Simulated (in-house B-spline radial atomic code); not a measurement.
Configurations of Sb II (Sb+), with energies counted from [Kr] 4d10 5s2 5p2. Computed with a B-spline radial code for spherical atoms: scalar-relativistic (X2C) Hartree-Fock, spin-polarised, averaged over the determinants with the given up and down occupations, Fermi nucleus of rms radius 4.6802 fm. Shells without spins written out take the highest spin.

Occupations are held fixed; configurations that lie above the ionisation limit could autoionise.

```json
{"configuration": "[Kr] 4d10 5s2 5p(1 up, 1 down)", "E - E(ref) (eV)": "1.0107", "highest orbital": "5p up", "its <r> (bohr)": "2.71"}
{"configuration": "[Kr] 4d9 4f1 5s2 5p2", "E - E(ref) (eV)": "45.352", "highest orbital": "4f up", "its <r> (bohr)": "8.441"}
{"configuration": "[Ar] 3d10 4s2 4p(3 up, 2 down) 4d10 5s2 5p(3 up, 0 down)", "E - E(ref) (eV)": "109.02", "highest orbital": "5p up", "its <r> (bohr)": "2.503"}
{"configuration": "[Ar] 3d10 4s2 4p(2 up, 3 down) 4d10 5s2 5p(0 up, 2 down) 5f(0 up, 1 down)", "E - E(ref) (eV)": "125.05", "highest orbital": "5f down", "its <r> (bohr)": "14.85"}
{"configuration": "[Ar] 3d9 4s2 4p6 4d10 5s2 5p2 6d1", "E - E(ref) (eV)": "546.05", "highest orbital": "6d up", "its <r> (bohr)": "9.587"}
{"configuration": "[Ar] 3d9 4s2 4p6 4d10 5s2 5p2 6f1", "E - E(ref) (eV)": "548.24", "highest orbital": "6f up", "its <r> (bohr)": "22.91"}
```

(1) Order these further configurations by energy, lowest first.
A. [Kr] 4d9 5s2 5p2 6d1
B. [Kr] 4d10 5s2 5p1 6d1
C. [Kr] 4d10 4f1 5s2 5p1
D. [Kr] 4d9 5s2 5p2 6f1
E. [Kr] 4d10 5s2 5p1 6f1

(2) How far above the reference does [Ar] 3d(5 up, 4 down) 4s2 4p6 4d10 5s2 5p(1 up, 1 down) 6f(0 up, 1 down) lie?

Results:

(1) B (12.453 eV), C (12.545 eV), E (14.464 eV), A (45.11 eV), D (47.282 eV).

(2) 549.45 eV; its least bound orbital is 6f down with <r> = 23.17 bohr.
